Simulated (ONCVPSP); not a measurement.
What one change does to a pseudopotential (mercury (Hg), ONCV)

* Element: Hg (Z = 80)
* Generator: ONCVPSP 4.0.1
* Type: optimised norm-conserving Vanderbilt (ONCV)
* Functional: revPBE
* Relativity: fully relativistic
* Frozen core: [Kr] 4d10 4f14
* Valence charge: 20
* Reference configuration: 5s2 5p6 5d10 6s2
* Partial waves: 5s+6s: rc 1.75 bohr, ncon 5, nbas 9, qcut 6.1 1/bohr, 2 projectors; 5p: rc 1.05 bohr, ncon 4, nbas 7, qcut 6.8 1/bohr, 2 projectors, debl 1.3 Ha; 5d: rc 1.90 bohr, ncon 3, nbas 7, qcut 8 1/bohr, 2 projectors, debl 1.9 Ha
* Local potential: polynomial inside 0.95 bohr (lpopt 5, dvloc0 2 Ha)
* Core correction: none

Open shells are filled in proportion to 2j + 1.

In the p channel the program set the typed energies aside and used -2.262, 0.250 Ha (j = l + 1/2; the other j can differ).

Change: scalar-relativistic. In the p channel the program set the typed energies aside and used -2.442, 0.250 Ha.

Cutoffs: the cutoffs (Ha) at which the residual kinetic energy of the hardest occupied pseudo-wave falls to 1 and 0.1 mHa per electron; they do not see the model core or the augmentation charge, which bear on the density cutoff. Errors are all-electron minus pseudo energies relative to the spin-unpolarised reference configuration.

Problem. Predict the effect on cutoff, ghosts and configuration errors.

Solution. The potential gets neither clearly harder nor softer (125 Ha and 146 Ha → 122 Ha and 141 Ha); of the 4 tests that both files solve, the error grows in 4 and shrinks in 0 by more than 15 % and 0.3 meV (median size 7.9 → 23.2 meV); neither file shows a bound ghost.

| quantity | base | changed |
| --- | --- | --- |
| cutoff, loose | 125 Ha | 122 Ha |
| cutoff, tight | 146 Ha | 141 Ha |
| loose cutoff by channel | s 16 Ha, p 125 Ha, d 21 Ha | s 16 Ha, p 122 Ha, d 21 Ha |
| bound ghosts | none | none |
| GHOST(+) flags under 300 eV | s at 43.6 eV | s at 44.2 eV |
| error for 5s2 5p6 5d10 6s1, meV [ΔE 10.59 → 10.58 eV] | -1.5 | -5.5 |
| error for 5s2 5p6 5d10 6s0, meV [ΔE 29.43 → 29.40 eV] | -8.8 | -19 |
| error for 5s2 5p6 5d9 6s0, meV [ΔE 64.88 → 64.85 eV] | -6.9 | -27 |
| error for 5s2 5p5 5d10 6s2, meV [ΔE 74.47 → 73.20 eV] | -10 | -96 |
| s: phases at 1.77 bohr within 0.05 rad from the reference energy up to (Ha; the scan ends near 5) | 1.5 | 1.5 |
